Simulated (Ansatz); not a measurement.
C7H9N can be A, `Cc1cccnc1C`, or B, `CNc1ccccc1`.

Computed with Ansatz on PBE0-D4/def2-TZVP structures; ΔE is electronic, products minus reactants. CBS: MP2 limit from def2 TZ/QZ plus the TZ coupled-cluster correction, frozen cores. DFT in def2-TZVPP. B3LYP here is the variant with VWN-RPA as its local correlation; programs differ in this. Each species was taken in one conformer, which may not be the lowest.

(1) Which isomer does CCSD(T)/CBS put lower? Give the gap. (Best estimate.)

(2) Give E(B) − E(A) in kJ/mol with r2SCAN-D4, B3LYP, CCSD(T)/def2-SVP, PBE0-D4, CCSD(T)/def2-TZVPP, MP2/def2-TZVPP, BLYP-D4. (An estimate is asked.)

Largest T1 diagnostic: 0.011.

## Answers

(1) Computed: A, by 24.0 kJ/mol.

(2) Ansatz gave: r2SCAN-D4 19.7, B3LYP 17.9, CCSD(T)/def2-SVP 34.4, PBE0-D4 18.8, CCSD(T)/def2-TZVPP 28.1, MP2/def2-TZVPP 28.0, BLYP-D4 20.0. None reverses the order clearly.

Leaving LDA and LC-ωPBE aside and taking each functional with its dispersion term where it has one, the values, not all of them listed here, spread over 7.0 kJ/mol, from HSE06-D4 to ωB97X-V. LDA lies −8.6 kJ/mol from PBE without D4. At CCSD(T), def2-SVP lies +10.4 kJ/mol from the extrapolated value and def2-TZVPP +4.1 kJ/mol.
